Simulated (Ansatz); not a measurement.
Ideal-gas functions of CH₅SSn, SMILES `C[S][SnH2]` radical at 800 K and 1 bar, from an Ansatz frequency run at PBE0-D4/def2-TZVP.

Molar mass 167.83 g/mol, point group C1 (symmetry number 1), electronic degeneracy 2, moments of inertia 36.887, 240.253, 270.697 u Å². Harmonic wavenumbers (cm⁻¹, unscaled): 110, 130, 154, 353, 470, 512, 670, 728, 965, 978, 1347, 1467, 1473, 1809, 1868, 3063, 3154, 3155.

Use S(trans) = R[1.5 ln M + 2.5 ln T − 1.1517]; rotational temperatures θ = 24.2544 K / I; S(rot) = R[ln(√π/σ · √(T³/θAθBθC)) + 1.5]; for each mode x = 1.438777 ν̃/T, S = R[x/(eˣ − 1) − ln(1 − e⁻ˣ)] and H = RT x/(eˣ − 1); 1 cm⁻¹ = 0.0119627 kJ/mol; R = 8.31446 J/(mol·K).

Problem. By hand: the entropy, in J/(mol·K).

Solution. Translation 193.3. Rotation: θ = 0.6575, 0.101, 0.0896 K, giving 121.9. Vibration, mode by mode: 21.80, 20.42, 19.02, 12.23, 9.96, 9.29, 7.25, 6.64, 4.70, 4.61, 2.73, 2.31, 2.29, 1.41, 1.30, 0.22, 0.19, 0.19, in all 126.6. Electronic 5.8. Sum 447.6 J/(mol·K).

Problem. By hand: H − E and G − E in kJ/mol, counted from the electronic energy.

Solution. Zero-point energy ½ × 22406 × 0.0119627 = 134.0; thermal vibration 48.6; translation, rotation and pV give 4 RT = 26.6. H − E = 209.2 kJ/mol, and G − E = 209.2 − 800 × 447.6/1000 = -148.9 kJ/mol.

Vibration gives 28 % of the entropy, 42.2 J/(mol·K) of it from the modes under 150 cm⁻¹: soft modes count most, and the harmonic formula is weakest for them. The sum counts one conformer and one mirror image; others add a mixing term.
